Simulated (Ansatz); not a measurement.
Steps of a relaxation of `O[SiH][SiH](O)Cl` radical with UKS PBE0-D4/def2-TZVP.

```sh
$ ansatz run in.yaml --threads 2 --pin off --events-out ev --progress --plain --max-ram 32768MiB --backend cuda --devices 0, --max-vram 18GiB
```

```yaml
crystal:
  periodic: [false, false, false]
  atoms:
    - {symbol: O, position_ang: [-1.266910, -0.172490, -2.010000]}
    - {symbol: Si, position_ang: [0.154890, 0.349730, -1.388420]}
    - {symbol: Si, position_ang: [0.216650, 0.279720, 0.883290]}
    - {symbol: O, position_ang: [0.414400, -1.326640, 1.107530]}
    - {symbol: Cl, position_ang: [1.923750, 1.245000, 1.502500]}
    - {symbol: H, position_ang: [-1.655060, -1.016330, -1.796130]}
    - {symbol: H, position_ang: [0.237330, 1.615150, -2.121910]}
    - {symbol: H, position_ang: [-0.759620, 0.721950, 1.896620]}
    - {symbol: H, position_ang: [0.734570, -1.696090, 1.926520]}
basis:
  gaussian: {orbitals: def2-TZVP}
magnetization: {spin_polarized: true, initial_magnetization: 1}
hamiltonian: {xc: pbe0, dispersion: d4}
relax: {f_tol: 0.005, max_steps: 150}
```

Positions (Å) and forces (eV/Å) along the path, 15 of 18 steps:

```xyz
9
step=1 energy=-32427.3996 eV
O    -1.267   -0.172   -2.010   -0.429   -0.217   -0.341
Si    0.155    0.350   -1.388   -0.225    0.037   -0.653
Si    0.217    0.280    0.883    0.458   -0.207    1.099
O     0.414   -1.327    1.108   -0.069   -0.486   -0.383
Cl    1.924    1.245    1.502    0.313    0.266   -0.052
H    -1.655   -1.016   -1.796    0.021   -0.234    0.170
H     0.237    1.615   -2.122    0.362    0.523    0.068
H    -0.760    0.722    1.897   -0.417    0.270   -0.160
H     0.735   -1.696    1.927   -0.013    0.049    0.250
9
step=2 energy=-32427.5268 eV
O    -1.264   -0.273   -2.057   -0.084    0.087    0.124
Si    0.078    0.435   -1.388    0.114   -0.321   -0.296
Si    0.330    0.278    0.927   -0.356    0.002   -0.033
O     0.408   -1.354    1.107    0.268   -0.216    0.444
Cl    2.077    1.257    1.476   -0.336   -0.194   -0.056
H    -1.594   -1.128   -1.767    0.255    0.166    0.074
H     0.173    1.764   -2.043   -0.069    0.082    0.132
H    -0.795    0.791    1.780    0.348    0.039    0.021
H     0.587   -1.770    1.964   -0.140    0.355   -0.410
9
step=3 energy=-32427.5813 eV
O    -1.304   -0.226   -2.006   -0.001   -0.122   -0.004
Si    0.121    0.410   -1.438   -0.269   -0.218   -0.108
Si    0.304    0.250    0.886   -0.025   -0.126    0.218
O     0.432   -1.372    1.129    0.102   -0.107    0.151
Cl    2.028    1.245    1.448   -0.068   -0.033   -0.012
H    -1.570   -1.124   -1.778    0.242    0.305    0.024
H     0.181    1.780   -2.017   -0.014    0.010    0.099
H    -0.781    0.780    1.771    0.132    0.029   -0.114
H     0.590   -1.743    2.006   -0.098    0.262   -0.254
9
step=4 energy=-32427.5946 eV
O    -1.305   -0.230   -2.024    0.027   -0.081    0.025
Si    0.117    0.403   -1.446   -0.219   -0.106   -0.089
Si    0.311    0.241    0.878    0.004   -0.136    0.171
O     0.448   -1.378    1.136    0.037   -0.073    0.095
Cl    2.031    1.239    1.439   -0.022   -0.006   -0.024
H    -1.562   -1.127   -1.784    0.186    0.229    0.011
H     0.160    1.795   -1.977   -0.012   -0.039    0.067
H    -0.765    0.790    1.754    0.061    0.008   -0.072
H     0.565   -1.733    2.024   -0.062    0.205   -0.183
9
step=5 energy=-32427.6064 eV
O    -1.305   -0.238   -2.032    0.019   -0.012    0.000
Si    0.112    0.401   -1.457   -0.080    0.083   -0.019
Si    0.327    0.224    0.865    0.023   -0.076    0.002
O     0.457   -1.390    1.143   -0.006   -0.073    0.130
Cl    2.045    1.228    1.410    0.030    0.006   -0.008
H    -1.522   -1.140   -1.784    0.064    0.055    0.004
H     0.117    1.824   -1.912   -0.006   -0.099    0.017
H    -0.741    0.805    1.721   -0.021   -0.005    0.020
H     0.509   -1.715    2.047   -0.022    0.123   -0.148
9
step=6 energy=-32427.6097 eV
O    -1.283   -0.258   -2.057   -0.005   -0.031    0.038
Si    0.086    0.441   -1.445    0.063   -0.068   -0.014
Si    0.323    0.217    0.871   -0.071    0.024   -0.064
O     0.405   -1.401    1.151    0.016    0.084   -0.036
Cl    2.083    1.172    1.366    0.023   -0.001    0.021
H    -1.438   -1.168   -1.794   -0.023    0.000   -0.026
H     0.054    1.855   -1.902   -0.015    0.042    0.027
H    -0.714    0.828    1.748    0.029   -0.015    0.027
H     0.485   -1.687    2.063   -0.017   -0.035    0.028
9
step=7 energy=-32427.5947 eV rejected
O    -1.292   -0.263   -2.024    0.065   -0.022   -0.065
Si    0.120    0.403   -1.472   -0.212    0.164    0.153
Si    0.329    0.238    0.847    0.281    0.023    0.174
O     0.429   -1.372    1.133   -0.038   -0.211    0.022
Cl    2.097    1.194    1.370   -0.126   -0.035   -0.057
H    -1.442   -1.188   -1.816   -0.001   -0.022    0.013
H     0.032    1.843   -1.828    0.045    0.039   -0.153
H    -0.695    0.834    1.752   -0.021    0.028   -0.096
H     0.421   -1.689    2.039    0.006    0.037    0.009
9
step=8 energy=-32427.6123 eV
O    -1.279   -0.270   -2.044    0.007   -0.016    0.019
Si    0.091    0.444   -1.449    0.027   -0.024   -0.001
Si    0.331    0.226    0.866   -0.031    0.026   -0.033
O     0.404   -1.393    1.137    0.009    0.022   -0.002
Cl    2.097    1.168    1.373    0.003   -0.005    0.007
H    -1.421   -1.183   -1.786   -0.016   -0.008   -0.014
H     0.030    1.861   -1.894   -0.008    0.025    0.006
H    -0.702    0.835    1.749    0.020   -0.004    0.014
H     0.449   -1.690    2.048   -0.010   -0.017    0.004
9
step=9 energy=-32427.6136 eV
O    -1.267   -0.292   -2.029    0.029   -0.026    0.013
Si    0.093    0.456   -1.452   -0.030    0.014    0.004
Si    0.340    0.240    0.861    0.015    0.022    0.016
O     0.390   -1.382    1.117   -0.003   -0.039    0.074
Cl    2.120    1.152    1.376   -0.008   -0.008   -0.008
H    -1.381   -1.212   -1.777   -0.001    0.030   -0.011
H    -0.013    1.876   -1.885   -0.004   -0.006   -0.010
H    -0.675    0.853    1.762    0.003    0.000   -0.012
H     0.394   -1.692    2.026    0.000    0.015   -0.066
9
step=11 energy=-32427.6143 eV
O    -1.243   -0.320   -2.031    0.050    0.001    0.034
Si    0.084    0.480   -1.446   -0.052   -0.004   -0.038
Si    0.342    0.254    0.865    0.018   -0.026    0.022
O     0.354   -1.374    1.103   -0.005    0.037   -0.004
Cl    2.150    1.115    1.371   -0.015   -0.006   -0.007
H    -1.327   -1.241   -1.772    0.003    0.030   -0.005
H    -0.072    1.895   -1.883   -0.002   -0.017    0.005
H    -0.645    0.882    1.784    0.001    0.002   -0.013
H     0.356   -1.692    2.008    0.001   -0.016    0.007
9
step=13 energy=-32427.6146 eV
O    -1.233   -0.330   -2.023    0.024    0.011    0.012
Si    0.086    0.491   -1.448   -0.025   -0.008   -0.020
Si    0.348    0.257    0.862   -0.005   -0.018   -0.002
O     0.343   -1.372    1.095    0.000    0.030    0.008
Cl    2.160    1.101    1.377   -0.003   -0.003    0.000
H    -1.307   -1.249   -1.754    0.002    0.003    0.001
H    -0.098    1.903   -1.883    0.002   -0.009    0.006
H    -0.640    0.894    1.775    0.003    0.000    0.004
H     0.341   -1.695    1.998    0.002   -0.006   -0.008
9
step=14 energy=-32427.6147 eV
O    -1.226   -0.337   -2.020    0.008    0.013   -0.003
Si    0.086    0.496   -1.449   -0.016   -0.004    0.000
Si    0.348    0.260    0.861   -0.004   -0.018   -0.010
O     0.333   -1.369    1.089    0.000    0.022    0.005
Cl    2.166    1.090    1.378    0.008    0.003    0.005
H    -1.294   -1.254   -1.746    0.002   -0.009    0.004
H    -0.112    1.907   -1.882    0.003   -0.002    0.000
H    -0.634    0.902    1.777   -0.001    0.001    0.003
H     0.334   -1.696    1.991    0.001   -0.006   -0.003
9
step=15 energy=-32427.6147 eV
O    -1.222   -0.340   -2.020   -0.004    0.009   -0.004
Si    0.084    0.499   -1.449    0.003   -0.002    0.003
Si    0.348    0.262    0.862   -0.006   -0.008   -0.011
O     0.328   -1.367    1.086    0.000    0.011    0.005
Cl    2.168    1.086    1.380    0.006    0.003    0.002
H    -1.289   -1.256   -1.741    0.002   -0.009    0.003
H    -0.118    1.908   -1.884    0.001    0.002    0.001
H    -0.632    0.905    1.779   -0.001    0.001    0.003
H     0.332   -1.697    1.987    0.000   -0.005   -0.002
9
step=17 energy=-32427.6147 eV
O    -1.223   -0.340   -2.020   -0.002    0.001   -0.002
Si    0.084    0.498   -1.448    0.002    0.000    0.001
Si    0.347    0.263    0.862   -0.001   -0.006   -0.001
O     0.327   -1.366    1.087    0.000    0.007    0.000
Cl    2.168    1.085    1.380    0.002    0.001    0.000
H    -1.288   -1.257   -1.743    0.000   -0.003    0.001
H    -0.117    1.908   -1.883    0.000    0.001    0.000
H    -0.631    0.907    1.779   -0.001   -0.001    0.001
H     0.334   -1.698    1.987    0.000    0.000   -0.001
9
step=18 energy=-32427.6147 eV
O    -1.223   -0.340   -2.020   -0.002   -0.001   -0.001
Si    0.084    0.499   -1.448    0.002    0.001    0.001
Si    0.347    0.263    0.862    0.000   -0.002   -0.001
O     0.326   -1.366    1.087    0.001    0.001    0.001
Cl    2.169    1.085    1.380   -0.002    0.000    0.000
H    -1.288   -1.257   -1.743    0.000    0.001    0.000
H    -0.118    1.908   -1.883    0.000    0.000   -0.001
H    -0.632    0.907    1.779    0.001    0.000    0.001
H     0.333   -1.698    1.986    0.000    0.000   -0.001
```

Hardware: 2 threads of an AMD EPYC 7R13 on a shared host and a share of an NVIDIA H100 80 GB. Wall time 58 s, peak host memory 0.9 GiB.
